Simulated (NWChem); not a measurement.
System: dimethyl selenide (C2H6Se); SMILES C[Se]C

All runs: NWChem. Structure relaxed at the PBE0/def2-SVP level. Static field.

Q: Predict the results for PBE/def2-SVPD. Quantities: isotropic polarisability (bohr³); anisotropy (bohr³).

A: 
```json
{
  "isotropic polarisability (bohr³)": "57.4",
  "anisotropy (bohr³)": "13.5"
}
```
